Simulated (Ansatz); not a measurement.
Geometry optimisation of the cluster Ge3F5.

```yaml
crystal:
  periodic: [false, false, false]
  atoms:
    - {symbol: Ge, position_ang: [-1.689090, 0.131130, -0.652410]}
    - {symbol: Ge, position_ang: [0.831410, -1.399700, 1.037050]}
    - {symbol: Ge, position_ang: [0.668910, 0.674560, -0.243150]}
    - {symbol: F, position_ang: [-2.335150, 1.235710, 0.584290]}
    - {symbol: F, position_ang: [-1.195440, -1.241440, 0.837440]}
    - {symbol: F, position_ang: [0.856370, -2.353700, -0.482840]}
    - {symbol: F, position_ang: [1.734650, 0.778440, -1.640930]}
    - {symbol: F, position_ang: [1.128350, 2.175000, 0.560550]}
basis:
  gaussian: {orbitals: def2-SVP}
magnetization: {spin_polarized: true, initial_magnetization: 1}
hamiltonian: {xc: r2scan, dispersion: d4}
scf: {lower_state_search: "off"}
output: {orbitals: {seedname: orbitals}}
relax: {f_tol: 0.03, max_steps: 70}
```

```sh
$ ansatz run in.yaml --threads 4 --pin off --events-out ev --progress --plain --max-ram 6963MiB
```

Shortened log:

```
Functional definition: r2SCAN
mean field -183105.81237714 eV, -6729.0144912825 hartree, gradient 7.1e-6 eV, S^2 0.760450; 0 other end points of the search recorded, 0 dependent functions left out
relax step   1: F+E_penalty+E_count = -183105.88137821 eV  Δ(F+E_penalty+E_count) = +0.000e0 eV  max|allowed force component| = 1.875e0 eV/Å  Δτ_max = 0.0000 Å  (22 SCF iters, accepted)
mean field -183106.04572313 eV, -6729.0230665896 hartree, gradient 1.7e-6 eV, S^2 0.761430; 0 other end points of the search recorded, 0 dependent functions left out
relax step   2: F+E_penalty+E_count = -183106.11679575 eV  Δ(F+E_penalty+E_count) = -2.354e-1 eV  max|allowed force component| = 8.341e-1 eV/Å  Δτ_max = 0.1941 Å  (28 SCF iters, accepted)
mean field -183106.09001634 eV, -6729.0246943350 hartree, gradient 1.4e-6 eV, S^2 0.761371; 0 other end points of the search recorded, 0 dependent functions left out
relax step   3: F+E_penalty+E_count = -183106.16091013 eV  Δ(F+E_penalty+E_count) = -4.411e-2 eV  max|allowed force component| = 8.663e-1 eV/Å  Δτ_max = 0.1921 Å  (29 SCF iters, accepted)
mean field -183106.11071767 eV, -6729.0254550946 hartree, gradient 2.1e-6 eV, S^2 0.761384; 0 other end points of the search recorded, 0 dependent functions left out
relax step   4: F+E_penalty+E_count = -183106.18169009 eV  Δ(F+E_penalty+E_count) = -2.078e-2 eV  max|allowed force component| = 7.635e-1 eV/Å  Δτ_max = 0.0559 Å  (22 SCF iters, accepted)
mean field -183106.14472980 eV, -6729.0267050174 hartree, gradient 3.5e-6 eV, S^2 0.761640; 0 other end points of the search recorded, 0 dependent functions left out
relax step   5: F+E_penalty+E_count = -183106.21566973 eV  Δ(F+E_penalty+E_count) = -3.398e-2 eV  max|allowed force component| = 2.031e-1 eV/Å  Δτ_max = 0.1144 Å  (23 SCF iters, accepted)
mean field -183106.14705370 eV, -6729.0267904192 hartree, gradient 2.8e-6 eV, S^2 0.761532; 0 other end points of the search recorded, 0 dependent functions left out
relax step   6: F+E_penalty+E_count = -183106.21800840 eV  Δ(F+E_penalty+E_count) = -2.339e-3 eV  max|allowed force component| = 1.814e-1 eV/Å  Δτ_max = 0.0535 Å  (22 SCF iters, accepted)
mean field -183106.15092199 eV, -6729.0269325764 hartree, gradient 1.4e-6 eV, S^2 0.761508; 0 other end points of the search recorded, 0 dependent functions left out
relax step   7: F+E_penalty+E_count = -183106.22180032 eV  Δ(F+E_penalty+E_count) = -3.792e-3 eV  max|allowed force component| = 1.890e-2 eV/Å  Δτ_max = 0.0367 Å  (22 SCF iters, accepted)
Total energy: -183106.22181322 eV, -6729.0295377809 hartree
Atom 0 at    -1.755699     0.007752    -0.588949 Å, force    -0.001170    -0.012868    -0.010489 eV/Å
Atom 1 at     0.760635    -1.547915     1.070519 Å, force    -0.004418    -0.012335     0.018904 eV/Å
Atom 2 at     0.790425     0.743411    -0.254576 Å, force    -0.004857     0.016374     0.000298 eV/Å
Atom 3 at    -2.351905     1.176907     0.576128 Å, force     0.001131     0.014891     0.008723 eV/Å
Atom 4 at    -1.168852    -1.202735     0.881935 Å, force     0.012359     0.008275    -0.004373 eV/Å
Atom 5 at     0.736793    -2.262849    -0.549947 Å, force     0.005044    -0.005519    -0.012847 eV/Å
Atom 6 at     1.874045     0.796370    -1.615839 Å, force     0.000348    -0.010968    -0.008641 eV/Å
Atom 7 at     1.114568     2.289059     0.480729 Å, force    -0.008438     0.002151     0.008423 eV/Å
Dipole moment:    -0.156811    -0.411770     0.148549 e Å
Checks for a lower state left out: stability, starts, cluster_reference, orbital_swaps, neighbouring_geometries, increment
```

Run time 50 s (4 threads of Arm Neoverse V1 on a shared host).

The structure comes from a short search, and lower isomers may exist.
